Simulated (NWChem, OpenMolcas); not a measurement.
## How basis sets differ on SiNHF3 (SMILES [NH][Si](F)(F)F)

SiNHF3: 6 atoms, total charge 0, spin state doublet. As SMILES, `[NH][Si](F)(F)F`. The shape is that of a PBE0-D4/def2-TZVP optimisation.

Quantity: the dipole moment, in D. The values are calculated.

```csv
level,kind,program,value (D)
ROHF/ANO-RCC-MB (DKH2),Hartree–Fock,OpenMolcas,2.25
ROHF/ANO-XS-MB (DKH2),Hartree–Fock,OpenMolcas,2.67
UHF/STO-3G,Hartree–Fock,OpenMolcas,1.45
UHF/3-21G,Hartree–Fock,OpenMolcas,2.49
UHF/6-31G* (spherical functions),Hartree–Fock,NWChem,2.07
```

The values span 1.45 to 2.67 D. Magnitudes only. Sets without polarisation functions give poor dipoles.
